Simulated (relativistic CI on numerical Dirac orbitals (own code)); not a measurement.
A reference radial Dirac CI calculation of Kr+ gave the lowest total energy -2785.98628 Ha in 11 SCF steps, from this input:

```
atom Kr  Z=36  charge=1  electrons=35
nucleus A=84  rms_radius_fm=4.1884
hamiltonian dirac-coulomb  breit=on  qed=on  c_scale=1
orbitals kli  potential=per-configuration
slater_scale 1
correlation none
mixing on
grid step=0.0125 r_max=74.5
scf mixing=0.4 start=green max_iterations=150 tolerance=2e-08 node_fill=0.05
configurations
  [Ar] 3d10 4s2 4p5
end
```

One setting was then changed (and the iteration limit cut to 54), and the output read:

```
SCF 1: [Ar] 3d10 4s2 4p5
 iter      energy (Ha)   residual   last orbital (Ha)
    1     -3020.706330   2.29e+00     -1.56656
    2     -3035.699198   7.64e-01     -0.95361
    3     -3037.051271   1.74e-01     -0.80617
    4     -3037.127215   1.37e-01     -0.86784
    5     -3037.155162   1.10e-02     -0.84112
    6     -3037.154323   7.69e-03     -0.83841
    7     -3037.154969   1.03e-03     -0.84057
    8     -3037.154903   6.28e-05     -0.84046
    9     -3037.154902   2.08e-06     -0.84042
   10     -3037.154901   7.79e-07     -0.84042
   11     -3037.154901   4.29e-09     -0.84042
orbital energies (Ha): 3s -12.9255  3p1/2 -10.0077  3p3/2 -7.5943  3d3/2 -3.4118  3d5/2 -3.1325  4s -1.6832  4p1/2 -1.0467  4p3/2 -0.8404
configuration averages (Ha): Dirac-Coulomb, Breit, QED
  4p5                          -3037.154901   10.088572    3.115280
levels: no., configuration, term, J, E (cm-1), weight
   1 4p5                    2P*  3/2              0.0  1.00
   2 4p5                    2P*  1/2          44337.8  1.00
lowest total energy -3024.018389 Ha
end: converged
```

Task: Which setting was changed?
A. SCF mixing
B. Slater scale
C. SCF tolerance
D. speed of light

Result: D. The speed of light × 0.4. This setting is bad on purpose; its numbers may not be properties of the ion.
